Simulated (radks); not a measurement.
Spin polarisation of the 5d9 shell in Pt. Start: [Xe] 4f14 5d(up 4.5, down 4.5) 6s(up 0.5, down 0.5); electrons of 5d are moved from spin down to spin up, other shells keep equal spins. Method: scalar-relativistic Kohn-Sham, LDA (Slater exchange, Perdew-Wang correlation), spin-polarised, spherical densities, finite nucleus; Fermi nuclear charge, rms radius of each element as measured or else 0.836 A^(1/3) + 0.57 fm; computed with a radial shooting solver on a logarithmic mesh with Libxc functionals.

moment (Bohr magnetons),E - E(0) (eV),e(5d up) (eV),e(5d down) (eV),6s down minus up (eV)
0,0.000,-6.377,-6.377,0.000
0.25,-0.008,-6.441,-6.312,0.066
0.5,-0.032,-6.504,-6.246,0.132
0.75,-0.073,-6.565,-6.178,0.197
1,-0.129,-6.625,-6.108,0.263

At moment 1 the spin-polarisation energy is -0.129 eV and the 5d exchange splitting 0.516 eV, that is 0.516 eV per Bohr magneton; E = -I m^2/4 would give I = 0.516 eV.
